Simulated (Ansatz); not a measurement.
PbSe₂⁺. The state is a doublet with charge 1. Geometry relaxed at r2SCAN-D4/def2-TZVP.

```xyz
3

Pb   -0.889   -1.300   -0.476
Se    1.399    0.019    0.178
Se   -0.510    1.281    0.299
```

In the def2 sets Pb takes a core potential; there is no spin–orbit coupling. The relaxation made no stability test and no search for a lower SCF solution. The structure comes from a short search, and lower isomers may exist.

Question: Estimate the harmonic wavenumbers at UKS r2SCAN-D4/def2-TZVP (Ansatz, unscaled). Is this a minimum?

Answer: 152, 184, 332 cm⁻¹. Yes, no mode is imaginary beyond noise. Zero-point energy 4.0 kJ/mol. It took 33 s on 4 threads of Arm Neoverse V2 on a shared host.
